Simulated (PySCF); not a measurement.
Electronic structure of Ne (neon, neutral) at the UHF level

Configuration: [Ne], closed-shell 1S. Computed with PySCF 2.14 in jorge-DZP-DKH (4s2p1d, 15 functions), with the spin-free X2C one-electron Hamiltonian (Gaussian nucleus).

```json
{"Total energy": "-128.659919 hartree", "One-electron energy": "-182.7691 hartree", "Hartree (Coulomb) energy": "66.2422 hartree", "Exchange energy": "-12.1330 hartree", "⟨S²⟩": "0.0000", "⟨L²⟩": "0.000", "Sum of ⟨r⟩": "7.867 bohr", "Sum of ⟨r²⟩": "9.254 bohr²", "Langevin diamagnetic susceptibility": "-7.33 ×10⁻⁶ cm³/mol", "Time after the integrals": "0.06 s of wall time on 1 thread of Neoverse-N1 (shared host)"}
```

| shell | electrons | mean orbital energy (hartree) | rms radius, mean of both spins (bohr) |
| --- | --- | --- | --- |
| 1s | 2 | -32.81073 | 0.183 |
| 2s | 2 | -1.92923 | 0.980 |
| 2p | 6 | -0.84513 | 1.10 |
